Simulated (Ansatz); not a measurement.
Consider the hydrogen abstraction from the In–H bond: `[NH2][InH][Cl]` + F• → `[NH2][In][Cl]`• + H–F.

Computed with Ansatz on PBE0-D4/def2-TZVP structures; ΔE is electronic, products minus reactants. CCSD(T)/CBS adds triple-zeta CCSD(T) − MP2 to the extrapolated MP2 energy (def2 sets, frozen cores). This one scheme is used for every species, atoms too. DFT in def2-TZVPP. No spin–orbit coupling; open shells (•) take unrestricted orbitals. Spin–orbit coupling would lower the free atoms: a little for F. Elements past krypton have def2 core potentials. For In outer-core shells are correlated without core-valence functions, so the limit isn't a true one: a few kJ/mol of doubt a bond, and 10 to 20 or more in all where bonds break to atoms. Each species was taken in one conformer, which may not be the lowest.

`[NH2][InH][Cl]`:

```xyz
6

N     0.265   -0.350    1.072
In    0.003    0.484   -0.721
Cl   -0.760   -1.140   -2.221
H     0.320    0.207    1.910
H    -0.172   -1.239    1.257
H     0.344    2.039   -1.297
```

`[NH2][In][Cl]`•:

Z-matrix (Å, degrees):
```
N
In 1 2.072
H 1 1.017 2 110.3
H 1 1.015 2 113.0 3 -120.2
Cl 2 2.369 1 113.1 3 -43.9
```

H–F:

Z-matrix (Å, degrees):
```
F
H 1 0.920
```

```
          level  ΔE (kJ/mol)
    LDA (SPW92)       -348.2
       BHLYP-D4       -248.1
        ωB97X-V       -261.5
         B2PLYP       -283.3
         r2SCAN       -286.5
      CAM-B3LYP       -276.8
        LC-ωPBE       -266.8
CCSD/def2-TZVPP       -262.2
```

What does CCSD(T)/CBS give? (Best estimate.)

The calculation gave: -282.6 kJ/mol. The listed levels differ from it by -65.6, 34.5, 21.1, -0.7, -3.9, 5.8, 15.8, 20.4 kJ/mol.

Largest T1 diagnostic among the species: 0.019.

From PBE to PBE0 (25 % exact exchange), in def2-TZVPP and without D4, ΔE moves by +31.7 kJ/mol. At CCSD(T), def2-SVP lies +36.8 kJ/mol from the extrapolated value and def2-TZVPP +12.4 kJ/mol.

CCSD(T)/CBS has its own doubt, a few kJ/mol and more with outer-core shells, so smaller differences from it don't rank the levels.
